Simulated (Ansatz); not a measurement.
One change: `[BH2][Ga]([BH2])[F]` becomes `[BH2][GaH][F]`.

Ansatz, PBE0-D4/def2-TZVP geometries, multiplicity 1. 

Scalar relativity is left out up to krypton.

```
                                      property  `[BH2][Ga]([BH2])[F]`
           HOMO–LUMO gap (PBE/def2-TZVPP) / eV                   2.30
           HOMO energy (B3LYP/def2-TZVPP) / eV                  -7.13
zero-point energy (PBE0-D4/def2-TZVP) / kJ/mol                  107.8
       HOMO–LUMO gap (ωB97M-V/def2-TZVPP) / eV                   8.47
         HOMO–LUMO gap (B3LYP/def2-TZVPP) / eV                   4.04
         LUMO energy (ωB97M-V/def2-TZVPP) / eV                  -0.96
```

Q: What does the change do to each property? (An estimate is asked.)

A: The calculation gave: 
| property | `[BH2][GaH][F]` | shift |
| --- | --- | --- |
| HOMO–LUMO gap (PBE/def2-TZVPP) / eV | 2.99 | 0.69 |
| HOMO energy (B3LYP/def2-TZVPP) / eV | -7.84 | -0.71 |
| zero-point energy (PBE0-D4/def2-TZVP) / kJ/mol | 74.1 | -33.7 |
| HOMO–LUMO gap (ωB97M-V/def2-TZVPP) / eV | 9.40 | 0.93 |
| HOMO–LUMO gap (B3LYP/def2-TZVPP) / eV | 4.86 | 0.82 |
| LUMO energy (ωB97M-V/def2-TZVPP) / eV | -0.77 | 0.19 |

With PBE0 the HOMO falls by 0.69 eV and the LUMO rises by 0.14 eV, so the gap widens by about 0.83 eV. PBE moves the HOMO by -0.60 eV and ωB97M-V by -0.75 eV. The zero-point energy changes by -33.7 kJ/mol with -6 modes.

B3LYP here is the variant with VWN-RPA as its local correlation; programs differ in this.
